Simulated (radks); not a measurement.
All-electron atom: Sn II in [Kr] 4d10 5s2 5p1. All-electron calculation, Dirac Kohn-Sham, LDA (Slater exchange, Perdew-Wang correlation), spin-unpolarised, spherical densities, point nucleus; open shells are shared between the two j in proportion to 2j + 1. Program: a radial shooting solver on a logarithmic mesh with Libxc functionals.

Normalised radial functions P(r) = r R(r) (large component), r in bohr:

```
   r/bohr * 4d3/2 (the largest magnitude, 0.938, reaches the edge; | marks zero)
 0.004117                             *
 0.006548                             *
   0.0105                             *
   0.0167                             *
  0.02677                             |*
  0.04257                             | *
  0.06825                             |    *
   0.1085                             |         *
    0.174                             |              *
   0.2768                             |           *
   0.4437                      *      |
   0.7057  *                          |
    1.131  *                          |
    1.799                *            |
    2.885                          *  |
    4.588                             *
    7.355                             *
     11.7                             *
    18.75                             *
```

4d3/2: eigenvalue -34.547 eV, 1 radial node at r = 0.386 bohr, <r> = 1.09 bohr, 90 % of the charge inside 1.70 bohr.
